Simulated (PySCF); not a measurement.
B(Cl)(vinyl)(OMe) (C₃H₆BClO), SMILES C=CB(Cl)OC.

Coordinates come from a ωB97X-D3(BJ)/def2-SVP optimisation. One conformer was computed; it need not be the lowest.

The numbers are results of ωB97X-D3(BJ)/def2-SVP run with PySCF 2.14.0, not measurements.

Frequencies are harmonic and unscaled.

**Question.** Give all harmonic wavenumbers and intensities. (The exact figures need the calculation; the answer reports its results.)

**Answer.** 
```tsv
mode	ν (cm⁻¹)	IR (km/mol)	Raman (Å⁴/amu)	depolarisation	moving atoms (share of kinetic energy)
1	95	1.5	6.6	0.75	C 48 %, H 43 %
2	149	3.3	0.1	0.51	O 49 %, H 23 %, C 15 %
3	168	0.8	1.0	0.47	H 78 %, C 19 %
4	212	0.6	1.8	0.68	C 47 %, H 34 %, Cl 9 %
5	247	1.2	0.3	0.75	C 34 %, H 24 %, O 16 %, Cl 13 %, B 13 %
6	291	1.0	3.5	0.75	C 42 %, H 31 %, Cl 12 %, O 10 %
7	391	10.1	2.4	0.57	Cl 26 %, H 23 %, O 22 %, C 21 %
8	476	3.3	5.0	0.29	C 26 %, Cl 26 %, H 25 %, B 19 %
9	682	32.6	3.1	0.74	B 50 %, H 24 %, C 21 %
10	685	16.1	3.7	0.13	C 40 %, O 29 %, H 24 %
11	1010	49.4	2.5	0.65	H 47 %, B 26 %, C 19 %
12	1014	22.3	1.2	0.75	H 72 %, C 26 %
13	1042	171.6	0.4	0.45	B 44 %, H 42 %, C 11 %
14	1064	28.6	0.9	0.53	H 81 %, C 13 %
15	1113	112.5	3.3	0.53	C 31 %, O 29 %, B 20 %, H 20 %
16	1187	8.6	2.0	0.75	H 75 %, C 19 %
17	1203	6.9	3.2	0.74	H 73 %, C 19 %
18	1307	21.5	11.7	0.39	H 70 %, C 27 %
19	1412	316.7	3.9	0.73	H 44 %, B 23 %, O 18 %, C 15 %
20	1456	76.7	21.9	0.40	H 75 %, C 16 %
21	1484	5.8	9.7	0.75	H 96 %
22	1491	6.2	17.4	0.64	H 96 %
23	1523	170.1	6.0	0.68	H 53 %, B 24 %, O 19 %
24	1726	37.9	39.2	0.15	C 86 %, H 13 %
25	3063	36.4	123.1	0.01	H 97 %
26	3158	12.2	71.8	0.16	H 95 %
27	3161	17.9	56.3	0.72	H 90 %, C 10 %
28	3178	17.8	74.4	0.65	H 90 %, C 10 %
29	3184	1.6	121.6	0.26	H 91 %, C 8 %
30	3252	8.4	65.4	0.68	H 89 %, C 11 %
```
